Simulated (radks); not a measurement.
Initial-state core-level shifts of neutral aluminium when its valence configuration changes from [Ne] 3s2 3p1. Calculated with a radial shooting solver on a logarithmic mesh with Libxc functionals: non-relativistic Kohn-Sham, SCAN, spin-unpolarised, spherical densities, point nucleus; meta-GGA in the generalised Kohn-Sham scheme. Shifts are changes of the shell-averaged eigenvalues in eV (positive: less bound); the change of the density at the nucleus, which sets a Mossbauer isomer shift, is in e/bohr^3, on a base of 1404.

valence          1s      2s      2p  density at nucleus
3s1 3p2      -2.009  -1.936  -1.926             -2.5505
3s0.5 3p2.5  -2.964  -2.861  -2.846             -3.8701
3s1.5 3p1.5  -1.022  -0.986  -0.981             -1.2617
3p3          -3.853  -3.720  -3.700             -5.2934
